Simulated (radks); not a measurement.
Charge is removed step by step from the 2s down level of the carbon ion C2+, starting from [He] 2s(up 1, down 1). Method: scalar-relativistic Kohn-Sham, r2SCAN, spin-polarised, spherical densities, finite nucleus; meta-GGA in the generalised Kohn-Sham scheme; Fermi nuclear charge, rms radius 2.4702 fm; computed with a radial shooting solver on a logarithmic mesh with Libxc functionals.

| removed (e) | E - E(0) (eV) | eigenvalue (eV) |
|---|---|---|
| 0 | 0.000 | -40.686 |
| 0.25 | 10.581 | -43.950 |
| 0.5 | 21.960 | -47.032 |
| 0.75 | 34.056 | -49.611 |

The mean slope of the eigenvalue, de/dn, is 11.9 eV per electron.
